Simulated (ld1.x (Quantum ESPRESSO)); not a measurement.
**Li: excitation energies, all-electron against TM semilocal**

* Element: Li
* Generator: ld1.x (Quantum ESPRESSO) 7.5
* Type: norm-conserving Troullier–Martins (semilocal form)
* Functional: BP86
* Relativity: scalar-relativistic
* Frozen core: none
* Valence charge: 3
* Reference configuration: 1s2 2s1 2p0
* Partial waves: 1s (bound): rc 0.40 bohr; 2p (bound, empty): rc 4.20 bohr
* Local potential: the p channel
* Core correction: none

Occupied shells without a wave of their own: 2s. They enter only through the test configuration that unscreens the potential.

Energies are relative to the spin-unpolarised reference configuration 1s2 2s1 2p0; without spin polarisation the order of configurations can differ from experiment.

Problem. Give the all-electron excitation energy and the error of the potential for: 1s2 2s0 2p0; 1s2 2s0.5 2p0; 1s2 2s0 2p1; 1s1 2s1 2p0.

Solution.

```
valence configuration  charge  ΔE all-electron (eV)  error AE − PS (meV)
          1s2 2s0 2p0      +1                 5.308                 +1.3
        1s2 2s0.5 2p0    +0.5                 2.088                 +0.5
          1s2 2s0 2p1       0                 1.786                 -8.5
          1s1 2s1 2p0      +1                68.591                 +8.4
```
